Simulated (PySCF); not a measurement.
PySCF input for CH5FN2Si2, SMILES F[Si@@H]1C=N[SiH2]N1, TDA-PBE/def2-SVPD. The structure is a stationary point at r2SCAN-D4/def2-SVP. The structure was generated by enumeration; whether it is a known compound was not checked.

```python
import numpy as np
from pyscf import gto, scf, dft, tdscf

mol = gto.M(
    atom='''
    F    -2.02528509    1.21164129   -0.31659005
    Si   -1.02283713   -0.04168821   -0.60914437
    C    -0.56583966   -0.93300659    1.02022733
    N     0.66446803   -0.89176542    1.38468542
    Si    1.72786776   -0.02611600    0.25726594
    N     0.58642028    0.43996715   -0.98802953
    H    -1.71252593   -0.82504016   -1.66785030
    H    -1.29486732   -1.45638295    1.67476347
    H     2.36877416    1.11976503    0.96152601
    H     2.79073847   -0.94423043   -0.24065635
    H     0.84383713    0.91100329   -1.85012943
    ''',
    basis='def2-SVPD',
    charge=0,
    spin=0,
    max_memory=1600,
    verbose=4,
)
mf = dft.RKS(mol, xc='pbe').density_fit(auxbasis='def2-universal-jkfit')
mf.grids.level = 3
mf.conv_tol = 1e-9
mf.max_cycle = 100
mf.kernel()
mf.grids = dft.Grids(mol).set(level=1).build(with_non0tab=True)  # coarser grid for the response kernel
td = tdscf.TDA(mf)
td.singlet = True
td.nstates = 10
td.conv_tol = 1e-4
td.positive_eig_threshold = 1e-6
td.kernel(x0=td.get_init_guess(mf, 15))
td.analyze()
tt = tdscf.TDA(mf)
tt.singlet = False
tt.nstates = 4
tt.conv_tol = 1e-4
tt.positive_eig_threshold = 1e-6
tt.kernel(x0=tt.get_init_guess(mf, 9))
tt.analyze(verbose=3)
```

Output:

```
PySCF version 2.14.0

[INPUT] verbose = 4
[INPUT] num. atoms = 11
[INPUT] num. electrons = 62
[INPUT] charge = 0
[INPUT] spin (= nelec alpha-beta = 2S) = 0
[INPUT] symmetry False subgroup None
[INPUT] Mole.unit = angstrom
[INPUT] Symbol           X                Y                Z      unit          X                Y                Z       unit  Magmom
[INPUT]  1 F     -2.025285090000   1.211641290000  -0.316590050000 AA   -3.827234144265   2.289670199315  -0.598268488262 Bohr   0.0
[INPUT]  2 Si    -1.022837130000  -0.041688210000  -0.609144370000 AA   -1.932882045736  -0.078779299523  -1.151116029621 Bohr   0.0
[INPUT]  3 C     -0.565839660000  -0.933006590000   1.020227330000 AA   -1.069281987817  -1.763126927514   1.927950238496 Bohr   0.0
[INPUT]  4 N      0.664468030000  -0.891765420000   1.384685420000 AA    1.255662595229  -1.685192411158   2.616676212478 Bohr   0.0
[INPUT]  5 Si     1.727867760000  -0.026116000000   0.257265940000 AA    3.265196845866  -0.049352087469   0.486162167779 Bohr   0.0
[INPUT]  6 N      0.586420280000   0.439967150000  -0.988029530000 AA    1.108173723091   0.831417417305  -1.867105214683 Bohr   0.0
[INPUT]  7 H     -1.712525930000  -0.825040160000  -1.667850300000 AA   -3.236204988916  -1.559099944167  -3.151780283774 Bohr   0.0
[INPUT]  8 H     -1.294867320000  -1.456382950000   1.674763470000 AA   -2.446944602450  -2.752164907986   3.164844281726 Bohr   0.0
[INPUT]  9 H      2.368774160000   1.119765030000   0.961526010000 AA    4.476334413347   2.116049230565   1.817020820546 Bohr   0.0
[INPUT] 10 H      2.790738470000  -0.944230430000  -0.240656350000 AA    5.273731393588  -1.784336911180  -0.454774591637 Bohr   0.0
[INPUT] 11 H      0.843837130000   0.911003290000  -1.850129430000 AA    1.594621069439   1.721546716678  -3.496237917698 Bohr   0.0

nuclear repulsion = 368.662680525422
number of shells = 73
number of NR pGTOs = 257
number of NR cGTOs = 171
basis = def2-SVPD
ecp = {}


[settings echo left out]
init E= -829.062476034469
  HOMO = -0.2754983046767  LUMO = -0.141602166164751  gap/eV = 3.64350
cycle= 1 E= -828.510124881393  delta_E= 0.552  |g|= 0.755  |ddm|= 4.97
  HOMO = -0.128921010747795  LUMO = -0.0476818359704767  gap/eV = 2.21063
cycle= 2 E= -828.053732452271  delta_E= 0.456  |g|= 1.65  |ddm|= 3.99
  HOMO = -0.214320099274083  LUMO = -0.0933100356925576  gap/eV = 3.29285
cycle= 3 E= -828.612730272694  delta_E= -0.559  |g|= 0.249  |ddm|= 3.06
  HOMO = -0.20895514763355  LUMO = -0.0990460278104548  gap/eV = 2.99078
cycle= 4 E= -828.624740753853  delta_E= -0.012  |g|= 0.122  |ddm|= 0.427
  HOMO = -0.214967337125023  LUMO = -0.101325668152513  gap/eV = 3.09235
cycle= 5 E= -828.628061628234  delta_E= -0.00332  |g|= 0.0347  |ddm|= 0.246
  HOMO = -0.211661027283512  LUMO = -0.0982680390353101  gap/eV = 3.08558
cycle= 6 E= -828.62833366655  delta_E= -0.000272  |g|= 0.00949  |ddm|= 0.0939
  HOMO = -0.212675127544566  LUMO = -0.0993353823418293  gap/eV = 3.08413
cycle= 7 E= -828.628361186284  delta_E= -2.75e-05  |g|= 0.00208  |ddm|= 0.0226
  HOMO = -0.212543063905022  LUMO = -0.0992130635847355  gap/eV = 3.08387
cycle= 8 E= -828.628362115033  delta_E= -9.29e-07  |g|= 0.00087  |ddm|= 0.00355
  HOMO = -0.212511912155031  LUMO = -0.0991691457142654  gap/eV = 3.08421
cycle= 9 E= -828.628362273706  delta_E= -1.59e-07  |g|= 0.000284  |ddm|= 0.00122
  HOMO = -0.212530052488423  LUMO = -0.0991893493332929  gap/eV = 3.08416
cycle= 10 E= -828.628362291956  delta_E= -1.82e-08  |g|= 3.92e-05  |ddm|= 0.000385
  HOMO = -0.212530910397729  LUMO = -0.0991893397889436  gap/eV = 3.08418
cycle= 11 E= -828.628362292305  delta_E= -3.49e-10  |g|= 2.07e-05  |ddm|= 0.000112
  HOMO = -0.212530563926856  LUMO = -0.0991895843077457  gap/eV = 3.08417
Extra cycle  E= -828.62836229214  delta_E= 1.65e-10  |g|= 3.6e-05  |ddm|= 7.84e-05
converged SCF energy = -828.62836229214
tot grids = 45904
Overwritten attributes  positive_eig_threshold  of <class 'pyscf.tdscf.rks.TDA'>


******** <class 'pyscf.tdscf.rks.TDA'> for <class 'pyscf.df.df_jk.DFRKS'> ********
nstates = 10 singlet
deg_eia_thresh = 1.000e-03
wfnsym = None
conv_tol = 0.0001
eigh lindep = 1e-12
eigh level_shift = 0
eigh max_cycle = 100


Excitation energies (eV)
[3.4176955  4.30694375 5.14262096 5.58034347 5.99656544 6.06563217
 6.1917122  6.25659059 6.30011673 6.43928176]

** Singlet excitation energies and oscillator strengths **
Excited State   1:      3.41770 eV    362.77 nm  f=0.0011
      31 -> 32       -0.70529
Excited State   2:      4.30694 eV    287.87 nm  f=0.0240
      30 -> 32       -0.70215
Excited State   3:      5.14262 eV    241.09 nm  f=0.0012
      31 -> 33        0.70401
Excited State   4:      5.58034 eV    222.18 nm  f=0.0156
      31 -> 34        0.69923
Excited State   5:      5.99657 eV    206.76 nm  f=0.0118
      28 -> 32       -0.42551
      31 -> 35        0.54760
Excited State   6:      6.06563 eV    204.40 nm  f=0.0168
      28 -> 32       -0.53173
      31 -> 35       -0.38114
      31 -> 36       -0.24238
Excited State   7:      6.19171 eV    200.24 nm  f=0.0330
      26 -> 32       -0.22396
      29 -> 32        0.37197
      31 -> 35       -0.17043
      31 -> 36        0.49832
Excited State   8:      6.25659 eV    198.17 nm  f=0.0541
      26 -> 32        0.19412
      28 -> 32       -0.15916
      29 -> 32       -0.38712
      30 -> 33       -0.28384
      31 -> 36        0.39143
      31 -> 37       -0.15735
Excited State   9:      6.30012 eV    196.80 nm  f=0.0232
      26 -> 32       -0.11060
      29 -> 32        0.20872
      30 -> 33       -0.62336
      31 -> 37        0.19149
Excited State  10:      6.43928 eV    192.54 nm  f=0.0925
      29 -> 32       -0.12727
      30 -> 33        0.11493
      31 -> 36        0.14845
      31 -> 37        0.65226

** Transition electric dipole moments (AU) **
state          X           Y           Z        Dip. S.      Osc.
  1        -0.0771     -0.0165     -0.0826      0.0130      0.0011
  2        -0.4496     -0.1147      0.1090      0.2272      0.0240
  3         0.0812     -0.0357      0.0379      0.0093      0.0012
  4        -0.0789      0.0952     -0.3138      0.1138      0.0156
  5         0.0681      0.1725     -0.2140      0.0802      0.0118
  6        -0.0085     -0.1340      0.3087      0.1133      0.0168
  7         0.3021     -0.1386      0.3276      0.2178      0.0330
  8        -0.4697     -0.0955      0.3514      0.3532      0.0541
  9         0.1857      0.3397      0.0137      0.1501      0.0232
 10        -0.7207     -0.2072     -0.1551      0.5864      0.0925

** Transition velocity dipole moments (imaginary part, AU) **
state          X           Y           Z        Dip. S.      Osc.
  1        -0.0014      0.0096      0.0086      0.0002      0.0009
  2        -0.0232      0.0144     -0.0144      0.0010      0.0040
  3         0.0063      0.0066     -0.0125      0.0002      0.0008
  4        -0.0267      0.0108     -0.0486      0.0032      0.0104
  5         0.0159      0.0195     -0.0519      0.0033      0.0101
  6        -0.0096     -0.0430      0.0268      0.0027      0.0080
  7        -0.0026     -0.0243      0.0246      0.0012      0.0035
  8        -0.0200     -0.0082      0.0557      0.0036      0.0104
  9        -0.0087      0.0554     -0.0020      0.0031      0.0091
 10        -0.0911     -0.0216     -0.0393      0.0103      0.0290

** Transition magnetic dipole moments (imaginary part, AU) **
state          X           Y           Z
  1         0.8719      0.1296      0.0635
  2        -0.1926      0.0165      0.0954
  3         0.2169     -0.0128      0.0257
  4         0.1142     -0.1636     -0.1110
  5         0.2818      0.2013     -0.1398
  6         0.1854     -0.3056     -0.3931
  7         0.6418     -0.2768     -0.2528
  8        -0.0191      0.5417      0.2981
  9        -0.7616     -0.2018     -0.0286
 10        -0.0862      0.7156      0.3737


******** <class 'pyscf.tdscf.rks.TDA'> for <class 'pyscf.df.df_jk.DFRKS'> ********
nstates = 4 triplet
deg_eia_thresh = 1.000e-03
wfnsym = None
conv_tol = 0.0001
eigh lindep = 1e-12
eigh level_shift = 0
eigh max_cycle = 100


Excitation energies (eV)
[2.69659307 4.08801912 4.65374601 5.00514755]

** Triplet excitation energies and oscillator strengths **
Excited State   1:      2.69659 eV    459.78 nm  f=0.0000
Excited State   2:      4.08802 eV    303.29 nm  f=0.0000
Excited State   3:      4.65375 eV    266.42 nm  f=0.0000
Excited State   4:      5.00515 eV    247.71 nm  f=0.0000
```

The calculation finished and met its thresholds.

Cost: around 2.1 core-minutes (rough).
